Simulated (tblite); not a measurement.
C5H10N2O2Si.
SMILES with atom numbers: `[CH2:1]=[C:2]([SiH2:3][NH2:4])[C:5](=[O:6])[CH2:7][C:8]([NH2:9])=[O:10]` (hydrogens: H11, H12 on C1; H13, H14 on Si3; H15, H16 on N4; H17, H18 on C7; H19, H20 on N9)

A start from a force field or distance geometry was refined with tblite, GFN2-xTB geometry optimisation, gas phase. Values at the start:

```
coordinate    start
    C1–H11  1.102 Å
    C1–H12  1.082 Å
    C2–Si3  1.822 Å
     C2–C5  1.478 Å
    Si3–N4  1.801 Å
   Si3–H13  1.482 Å
   Si3–H14  1.463 Å
    N4–H15  1.033 Å
     C5=O6  1.277 Å
     C5–C7  1.492 Å
     C7–C8  1.510 Å
    C7–H17  1.089 Å
     C8–N9  1.416 Å
    C8=O10  1.255 Å
    N9–H19  1.050 Å
    N9–H20  1.063 Å
 C1–C2–Si3   124.2°
 C2–Si3–N4   109.9°
  C2–C5–O6   118.3°
  C2–C5–C7   121.9°
  C5–C7–C8   110.3°
  C7–C8–N9   119.8°
 C7–C8–O10   120.1°
 N9–C8–O10   120.1°
```

Question: How do these coordinates change at the GFN2-xTB level?

Answer: 
```tsv
coordinate	GFN2-xTB (Å or °)	change
Si3–N4	1.718	-0.083
C2–Si3	1.900	+0.078
C8–N9	1.348	-0.068
C5=O6	1.220	-0.057
N9–H20	1.007	-0.056
C8=O10	1.208	-0.047
N9–H19	1.010	-0.040
N4–H15	1.007	-0.026
C1–H11	1.077	-0.025
C7–C8	1.533	+0.023
C5–C7	1.514	+0.022
Si3–H13	1.463	-0.019
C2–C5	1.463	-0.015
Si3–H14	1.472	+0.009
C1–H12	1.080	-0.002
C7–H17	1.091	+0.002
C7–C8–N9	112.6	-7.2
N9–C8–O10	124.5	+4.4
C2–Si3–N4	105.7	-4.2
C2–C5–C7	117.8	-4.1
C2–C5–O6	121.8	+3.5
C5–C7–C8	107.4	-2.9
C7–C8–O10	122.9	+2.8
C1–C2–Si3	122.9	-1.3
```

The energy falls by 1.936 eV over 258 L-BFGS steps, the largest force on an atom goes from 4.72 to 0.010 eV/Å, and the atoms move by 0.998 Å rms after alignment. The bond that changes most is Si3–N4 (SiH2 silicon to silicon-bound nitrogen), which shortens by 0.083 Å. Bonds longer at the end by more than 0.005 Å: 4 of 19; shorter: 12. Among the dihedrals that turn most is C2–C5–C7–H18, from -66° to 15°. Rotational constants go from 2307, 615.2, 509.1 to 2388, 635.8, 545.5 MHz.

Hardware: an Arm Neoverse V2 with one thread, no GPU, on a shared host. Cost: 2.1 s.

Its GFN2-xTB frequencies are all real (lowest 28 cm⁻¹). The numbers are those of one conformer. 3 starts were optimised and ended at 0.00, 0.04 and 0.73 kcal/mol (GFN2-xTB); the lowest of these is shown.

The numbers are calculated, not measured.
